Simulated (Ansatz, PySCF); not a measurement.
This PySCF input computes a PBE/def2-TZVPD energy:

```python
from pyscf import gto, scf, dft

mol = gto.M(
    atom='''
    Br   -0.96839463    2.36832120   -0.76591992
    Sn   -0.00000000    0.00000000   -0.00000000
    Br   -1.84501322   -1.88866956   -0.40276580
    Br    0.62835249    0.09191568    2.59424198
    Br    2.18505536   -0.57156732   -1.42555626
    ''',
    basis='def2-tzvpd',
    ecp='def2-tzvp',
    charge=-1,
    spin=1,
    verbose=4,
)

mf = dft.UKS(mol, xc='pbe').density_fit(auxbasis='def2-universal-jkfit')
mf.grids.level = 3
mf.conv_tol = 1e-9
mf.max_cycle = 100
mf.max_memory = 1500
mf.kernel()
if not mf.converged:
    mf = mf.newton()
    mf.kernel(mf.make_rdm1())
for _ in range(2):
    mo, _, stable, _ = mf.stability(return_status=True)
    if stable:
        break
    mf.kernel(mf.make_rdm1(mo, mf.mo_occ))
mf.analyze()
```

### Question
Write an input for the same energy in Ansatz (a program for electronic structure) and say what it gives.

### Answer

Ansatz 0.2 input:
```yaml
crystal:
  periodic: [false, false, false]
  atoms:
    - {symbol: Br, position_ang: [-0.96839463, 2.36832120, -0.76591992]}
    - {symbol: Sn, position_ang: [-0.00000000, 0.00000000, -0.00000000]}
    - {symbol: Br, position_ang: [-1.84501322, -1.88866956, -0.40276580]}
    - {symbol: Br, position_ang: [0.62835249, 0.09191568, 2.59424198]}
    - {symbol: Br, position_ang: [2.18505536, -0.57156732, -1.42555626]}
basis:
  gaussian:
    orbitals: def2-TZVPD
hamiltonian:
  xc: {name: PBE}
total_charge: -1
magnetization: {spin_polarized: true, initial_magnetization: 1}
output: {forces: true}
```
It gives -10509.68517 Eh, and PySCF -10509.68528 Eh, a difference of 0.11 mEh, from the treatment of integrals and grids.
